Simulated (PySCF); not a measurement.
PbI at BLYP

Level: BLYP. basis Pb cc-pVDZ-PP with ECP60, I cc-pVDZ-PP with ECP28; scalar-relativistic core potentials; PySCF 2.14.

For PbI, the state is ²Π (doublet), unpaired electrons π ↑. The bond length is 2.883 Å. The harmonic wavenumber is 154 cm⁻¹ and the force constant is 1.10 mdyn/Å. The rotational constant Be is 0.02574 cm⁻¹. The anharmonicity ωexe is 0.286 cm⁻¹. The vibration–rotation constant αe is 6.38e-05 cm⁻¹ and the well depth De to Pb + I is 2.98 eV. The dissociation energy D0 is 2.97 eV and the bond order (Mayer) is 1.21. The dipole moment (positive dipole means Pb(−)I(+)) is -2.99 D.

Spin–orbit coupling is left out, which matters for elements this heavy, above all for dissociation energies. Counting both spins, an empty level lies below a filled one in this solution, because spin and occupation are held. The state is the lowest determinant that a PBE0 search found; another state may lie lower at other levels.
